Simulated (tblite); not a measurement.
Compound: C₆H₉OPS.
Structure used (GFN2-xTB), in Å, numbered top down from 1:
```
atom  x, y, z in Å
C1     2.8271   -0.3619   -0.9912
C2     1.8893   -0.2841   -0.2414
P3     0.7151   -0.2255    1.0833
S4     1.4630   -0.5230    2.8435
C5    -0.1478    1.3788    0.8134
C6    -0.8569    1.3927   -0.5420
O7    -1.8036    0.3626   -0.6791
C8    -1.2325   -0.9182   -0.7754
C9    -0.5991   -1.3928    0.5338
H10    3.6080   -0.4188   -1.6935
H11    0.5748    2.1954    0.8866
H12   -0.8716    1.4817    1.6282
H13   -1.4191    2.3236   -0.6580
H14   -0.1090    1.3277   -1.3480
H15   -2.0542   -1.5841   -1.0537
H16   -0.4759   -0.9348   -1.5758
H17   -1.3443   -1.4205    1.3351
H18   -0.1722   -2.3925    0.4227
```

Calculated harmonic vibrations of the isolated species, GFN2-xTB (tblite), most abundant isotopes, no scaling. The method is semi-empirical: single wavenumbers can be off by several per cent or more. One conformer, not necessarily the lowest.

Harmonic wavenumbers (cm⁻¹): 82.4, 95.2, 111.9, 149.2, 194.8, 227.1, 257.4, 324.1, 357.5, 388.1, 404.5, 532.5, 569.2, 656.6, 668.5, 691.4, 709.7, 777.4, 791.0, 837.4, 907.4, 946.4, 962.5, 1002.8, 1034.8, 1085.6, 1127.0, 1127.4, 1176.8, 1225.1, 1252.7, 1287.0, 1328.2, 1339.2, 1403.9, 1408.5, 1454.2, 1460.7, 2186.3, 2859.6, 2859.9, 2941.3, 2945.5, 2958.3, 2959.1, 2963.5, 2965.6, 3362.9.

A = 1693, B = 962.9, C = 829.4 MHz; mass 160.011 u (most abundant isotopes); point group Cs, symmetry number 1.

Question: Zero-point energy?

Answer: ½Σν̃ = 29679 cm⁻¹ = 84.86 kcal/mol.

Question: Entropy at 400 K, 1 bar (ideal gas, RRHO, classical rotation)?

Answer: Translation 42.61, rotation 30.73, vibration 38.02: S = 111.4 cal/(mol K).

Question: And Cp and H(400 K) − H(0)?

Answer: Cp = 48.97 cal/(mol K), of which vibrations give 41.03 (their classical limit is 48 R = 95.4); H(400 K) − H(0) = 11.44 kcal/mol without the zero-point energy, 8.26 from vibrations.

Question: Blend soft modes into free rotors: weight 1/[1 + (100 cm⁻¹/ν̃)⁴] for the oscillator and the rest for a rotor with moment μB/(μ + B), μ = h/(8π²ν), B = 10⁻⁴⁴ kg m². What vibrational entropy results?

Answer: 36.38 cal/(mol K) in place of 38.02, which changes −T·S at 400 K by +0.66 kcal/mol.

Question: Which modes carry the vibrational entropy at 400 K?

Answer: 82.4 cm⁻¹: 4.41; 95.2 cm⁻¹: 4.13; 111.9 cm⁻¹: 3.81; 149.2 cm⁻¹: 3.25; 194.8 cm⁻¹: 2.73; 227.1 cm⁻¹: 2.44 cal/(mol K); the other 42 give 17.25 together.

Question: How do the functions run with temperature in this model?

Answer: 
| T (K) | S (cal/(mol K)) | Cp (cal/(mol K)) | H − H(0) (kcal/mol) | G − H(0) (kcal/mol) | ln q(vib) |
| --- | --- | --- | --- | --- | --- |
| 50 | 58.6 | 12.2 | 0.46 | -2.47 | 0.23 |
| 100 | 69.0 | 18.4 | 1.23 | -5.67 | 1.15 |
| 298.15 | 98.4 | 39.2 | 6.94 | -22.41 | 6.09 |
| 373.15 | 108.0 | 46.6 | 10.16 | -30.15 | 8.04 |
| 500 | 123.2 | 56.9 | 16.75 | -44.83 | 11.32 |
| 750 | 149.1 | 70.8 | 32.85 | -78.97 | 17.56 |
| 1000 | 170.8 | 79.6 | 51.73 | -119.02 | 23.33 |

q(vib) and H(0) count from the zero-point level.

Question: What must be added to the electronic energy to get the Gibbs energy at 400 K and 1 bar?

Answer: ZPE + [H(400 K) − H(0)] − T·S = 84.86 + 11.44 − 44.54 = 51.76 kcal/mol.

Hindered rotation and anharmonicity are outside this model. Other conformers, if any are populated, would add a mixing term that is left out.
